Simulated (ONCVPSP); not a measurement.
## Li (Z = 3), ONCV: configuration errors across variants

| Quantity | Value |
| --- | --- |
| Element | Li |
| Generator | ONCVPSP 4.0.1 |
| Type | optimised norm-conserving Vanderbilt (ONCV) |
| Functional | PBEsol |
| Relativity | non-relativistic |
| Frozen core | none |
| Valence charge | 3 |
| Reference configuration | 1s2 2s1 |
| Partial waves | 1s+2s: rc 1.35 bohr, ncon 4, nbas 9, qcut 8.4 1/bohr, 3 projectors, debl 1 Ha; p scattering state at 0.13 Ha: rc 1.25 bohr, ncon 5, nbas 9, qcut 5.9 1/bohr, 2 projectors, debl 0.9 Ha; d scattering state at 0.25 Ha: rc 1.25 bohr, ncon 4, nbas 8, qcut 7.9 1/bohr, 2 projectors, debl 2.4 Ha |
| Local potential | polynomial inside 1.00 bohr (lpopt 5, dvloc0 6 Ha) |
| Core correction | none |

All-electron excitation energies from the reference (eV): (1) 1s2 2s0 5.186; (2) 1s2 2s0.5 2.013; (3) 1s2 2s0 2p1 1.761; (4) 1s1 2s1 67.771.

2 further variants failed, have other tests or another functional or relativity, and are left out.

Errors AE − PS in meV (a dash: test not solved or not reliable):

```tsv
change	(1)	(2)	(3)	(4)	bound ghosts	GHOST(+) flags above zero
base	+0.3	0.0	+0.6	+1554	none	none
all radii scaled by about 0.77 (s 1.04, p 0.96, d 0.96 bohr); local potential polynomial inside 0.78 bohr (lpopt 5, dvloc0 6 Ha)	+0.3	0.0	+0.5	+985	none	p
d: qcut 4.5	+0.3	0.0	+0.6	+1554	none	none
d: debl 1.65	+0.3	0.0	+0.6	+1554	none	none
local potential polynomial inside 1.00 bohr (lpopt 5, dvloc0 2 Ha)	+0.3	0.0	+0.6	+1554	none	none
```

Give the same row for: s: qcut 8.5; p: qcut 6; d: qcut 8.

+0.3, 0.0, +0.6, +1532; bound ghosts: none; GHOST(+) flags above zero: none.
